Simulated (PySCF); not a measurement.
Method: TPSSh-D3(BJ)/def2-TZVP // CAM-B3LYP-D3(BJ)/def2-TZVP (PySCF 2.14.0). Gas-phase values, no solvent. One relaxed conformer stands for a flexible species; it need not be the lowest. Excitations are Tamm–Dancoff values on a coarser integration grid. The basis has no diffuse functions, so Rydberg states are missing or too high.

Reference species (SMILES): `[F][Ga]([F])[F]` (neutral, multiplicity 1).

The HOMO–LUMO gap is 7.88 eV, the S1 excitation (TDA) comes out as 7.18 eV and the T1 excitation (TDA) is 6.83 eV.

Changed species: `[F][Ga]([SH])[SH]` (S–Ga–S–H torsion -180°, S–Ga–S–H torsion -180°) (2 of 3 F replaced by SH; the reference has 0 of 3 F replaced by SH).

Q: Predict the effect on the HOMO–LUMO gap, S1 excitation (TDA) and T1 excitation (TDA).

A: the HOMO–LUMO gap falls by 2.15 eV, to 5.73 eV; the S1 excitation (TDA) decreases by 2.00 eV, to 5.18 eV; the T1 excitation (TDA) decreases by 1.97 eV, to 4.86 eV.
